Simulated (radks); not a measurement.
Neutral ruthenium inside a hard spherical wall (all orbitals vanish at R), configuration held at [Kr] 4d7 5s1 and not refilled when levels cross. Method: scalar-relativistic Kohn-Sham, LDA (Slater exchange, VWN5 correlation), spin-polarised, spherical densities, point nucleus; open shells are filled with parallel spins first (spin-orbit coupling, left out, can overturn this in heavy ions); computed with a radial shooting solver on a logarithmic mesh with Libxc functionals. Eigenvalues in eV for spin up, with the zero of energy where the potential of the charges vanishes at infinity; a dash marks a level that is unbound or too diffuse for the functional's potential to be trusted. A positive occupied level is held by the wall or, in an anion where self-interaction has pushed it up, behind a barrier. The pressure on the wall is -dE/dV.

| R (bohr) | E (hartree) | kinetic (hartree) | e(4s) | e(4p) | e(4d) | e(5s) | e(5p, empty) | e(6s, empty) | pressure (GPa) |
|---|---|---|---|---|---|---|---|---|---|
| free | -4526.36074 | 4679.377 | -77.050 | -47.185 | -6.095 | -4.974 | -1.276 | -0.011 | 0 |
| 15 | -4526.36074 | 4679.377 | -77.050 | -47.185 | -6.095 | -4.974 | -1.271 | 0.430 | < 0.0001 |
| 12 | -4526.36072 | 4679.377 | -77.047 | -47.182 | -6.093 | -4.972 | -1.242 | 0.996 | 0.000488 |
| 10 | -4526.36047 | 4679.380 | -77.026 | -47.162 | -6.073 | -4.953 | -1.145 | 1.981 | 0.00753 |
| 6 | -4526.33052 | 4679.565 | -76.053 | -46.203 | -5.201 | -3.880 | 1.030 | 12.518 | 2.36 |
| 5 | -4526.25739 | 4679.926 | -74.614 | -44.804 | -3.923 | -2.041 | 3.903 | 23.041 | 12.2 |
| 3 | -4524.60446 | 4686.405 | -61.295 | -32.056 | 9.397 | 23.636 | 37.008 | 114.38 | 763 |
| 1.5 | -4482.10738 | 4822.184 | 44.776 | 82.294 | 143.92 | 357.77 | 391.89 | 836.80 | 129000 |
